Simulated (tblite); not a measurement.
C6H8O2.
SMILES with atom numbers: `[CH3:1][CH2:2][O:3][c:4]1[cH:5][cH:6][cH:7][o:8]1` (hydrogens: H9, H10, H11 on C1; H12, H13 on C2; H14 on C5; H15 on C6; H16 on C7)

Computed with GFN2-xTB (tblite), gas phase: Langevin dynamics at 600 K from the optimised GFN2-xTB geometry, time step 0.5 fs, friction 0.01 fs⁻¹, 2000 steps.

Start geometry:
```
atom  x, y, z in Å
C1     -2.224    0.236    0.623
C2     -1.633   -0.943   -0.142
O3     -0.659   -0.532   -1.093
C4      0.526   -0.126   -0.609
C5      1.540    0.497   -1.275
C6      2.574    0.665   -0.317
C7      2.113    0.140    0.844
O8      0.856   -0.349    0.676
H9     -3.027   -0.112    1.267
H10    -2.620    0.970   -0.074
H11    -1.464    0.711    1.238
H12    -1.195   -1.669    0.553
H13    -2.402   -1.437   -0.741
H14     1.543    0.789   -2.303
H15     3.528    1.121   -0.484
H16     2.537    0.048    1.823
```

The statistics below take the 31 frames saved every 25 fs from 250 to 1000 fs; their kinetic temperature (all 3N coordinates) averages 621 K.

**Question.** How do the bond lengths spread?

**Answer.** 
| bond | start (Å) | mean (Å) | standard deviation (Å) | shortest (Å) | longest (Å) |
| --- | --- | --- | --- | --- | --- |
| C1–C2 | 1.524 | 1.527 | 0.046 | 1.452 | 1.622 |
| C2–O3 | 1.422 | 1.445 | 0.068 | 1.310 | 1.579 |
| O3–C4 | 1.342 | 1.353 | 0.043 | 1.273 | 1.470 |
| C4–C5 | 1.364 | 1.367 | 0.027 | 1.307 | 1.423 |
| C5–C6 | 1.419 | 1.470 | 0.039 | 1.392 | 1.537 |
| C6–C7 | 1.355 | 1.361 | 0.030 | 1.308 | 1.423 |
| C7–O8 | 1.359 | 1.355 | 0.031 | 1.294 | 1.442 |
| C4–O8 | 1.346 | 1.342 | 0.040 | 1.274 | 1.422 |
| C1–H9 | 1.086 | 1.098 | 0.037 | 1.021 | 1.181 |
| C1–H10 | 1.087 | 1.091 | 0.043 | 1.016 | 1.181 |
| C1–H11 | 1.087 | 1.092 | 0.037 | 1.021 | 1.159 |
| C2–H12 | 1.096 | 1.100 | 0.038 | 1.028 | 1.179 |
| C2–H13 | 1.093 | 1.106 | 0.040 | 1.024 | 1.187 |
| C5–H14 | 1.068 | 1.072 | 0.037 | 0.989 | 1.130 |
| C6–H15 | 1.071 | 1.082 | 0.058 | 0.957 | 1.186 |
| C7–H16 | 1.071 | 1.091 | 0.058 | 0.986 | 1.274 |

**Question.** Give the same statistics for bond angles, one of each kind among heavy atoms.

**Answer.** 
```json
{"angle": "C1–C2–O3", "start (°)": "112.2", "mean (°)": "108.3", "standard deviation (°)": "4.9", "smallest (°)": "95.8", "largest (°)": "122.3"}
{"angle": "C2–O3–C4", "start (°)": "116.8", "mean (°)": "116.6", "standard deviation (°)": "5.5", "smallest (°)": "100.7", "largest (°)": "128.4"}
{"angle": "O3–C4–C5", "start (°)": "128.3", "mean (°)": "126.9", "standard deviation (°)": "4.4", "smallest (°)": "119.5", "largest (°)": "136.6"}
{"angle": "O3–C4–O8", "start (°)": "120.7", "mean (°)": "119.9", "standard deviation (°)": "4.4", "smallest (°)": "110.1", "largest (°)": "129.1"}
{"angle": "C5–C4–O8", "start (°)": "111.0", "mean (°)": "112.3", "standard deviation (°)": "3.5", "smallest (°)": "104.7", "largest (°)": "118.4"}
{"angle": "C4–C5–C6", "start (°)": "105.5", "mean (°)": "103.9", "standard deviation (°)": "2.7", "smallest (°)": "98.8", "largest (°)": "109.9"}
{"angle": "C5–C6–C7", "start (°)": "106.6", "mean (°)": "105.3", "standard deviation (°)": "2.3", "smallest (°)": "100.7", "largest (°)": "110.5"}
{"angle": "C6–C7–O8", "start (°)": "110.4", "mean (°)": "111.2", "standard deviation (°)": "2.9", "smallest (°)": "103.7", "largest (°)": "117.1"}
{"angle": "C4–O8–C7", "start (°)": "106.6", "mean (°)": "106.7", "standard deviation (°)": "3.5", "smallest (°)": "100.4", "largest (°)": "115.6"}
```

**Question.** How far does each atom move about its mean position (frames aligned on the start, all atoms weighted alike), and what rms force does it feel?

**Answer.** 
| atom | rms displacement (Å) | rms force (eV/Å) |
| --- | --- | --- |
| C1 | 0.28 | 2.89 |
| C2 | 0.37 | 2.83 |
| O3 | 0.54 | 2.48 |
| C4 | 0.28 | 2.51 |
| C5 | 0.17 | 3.01 |
| C6 | 0.20 | 3.36 |
| C7 | 0.24 | 2.84 |
| O8 | 0.39 | 2.15 |
| H9 | 1.10 | 1.38 |
| H10 | 0.87 | 1.50 |
| H11 | 1.17 | 1.54 |
| H12 | 0.89 | 1.34 |
| H13 | 0.89 | 1.27 |
| H14 | 0.35 | 1.41 |
| H15 | 0.42 | 2.12 |
| H16 | 0.40 | 1.72 |

The displacements run from 0.17 to 1.17 Å, the largest at H11.

**Question.** Follow the torsions C1–C2–O3–C4 and C2–O3–C4–C5 through every second one of these frames.

**Answer.** 
| t (fs) | C1–C2–O3–C4 (°) | C2–O3–C4–C5 (°) |
| --- | --- | --- |
| 250 | 97 | -146 |
| 300 | 104 | -150 |
| 350 | 106 | -171 |
| 400 | 129 | 178 |
| 450 | 149 | 146 |
| 500 | 180 | 127 |
| 550 | -178 | 153 |
| 600 | -172 | -169 |
| 650 | -175 | -151 |
| 700 | -163 | -148 |
| 750 | 176 | -168 |
| 800 | -162 | 152 |
| 850 | -167 | 122 |
| 900 | -171 | 110 |
| 950 | 160 | 106 |
| 1000 | 145 | 97 |

Largest departure from the start value over all these frames: C1–C2–O3–C4 128° (start 73°), C2–O3–C4–C5 96° (start -169°).

**Question.** How widely does the potential energy scatter, against a harmonic estimate?

**Answer.** Mean 1.25 eV above the start, standard deviation 0.289 eV, range 0.80 to 1.99 eV. For 42 classical harmonic modes at 600 K the canonical values are 42kT/2 = 1.09 eV and kT·√(42/2) = 0.237 eV.

The run is classical and short, so these are rough statistics of one trajectory.

What follows is the cost of the whole dynamics run. The run took 9.0 s on one thread, Arm Neoverse V2 (aarch64), no GPU, shared host, and the process peaked at 0.19 GiB of memory.
